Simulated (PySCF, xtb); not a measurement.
Ge(F)2(Br)(OH) (BrF2GeHO), SMILES [OH][Ge]([F])([F])[Br]. The values are those of a single conformer.

Harmonic wavenumbers (cm⁻¹) from GFN2-xTB (xtb 6.7.1) at its own minimum, in rising order: 109, 122, 176, 180, 194, 237, 321, 478, 494, 615, 783, 3589.

Task: What does PBE-D3(BJ)/def2-SVP (PySCF 2.14.0) give at its own minimum? (Estimate from the structure and the level; the computed values follow.)

Result: 85, 147, 163, 222, 235, 242, 334, 683, 722, 739, 907, 3700. Paired by order, the mean absolute difference is 80 cm⁻¹ and the zero-point energies are 10.4 and 11.7 kcal/mol.
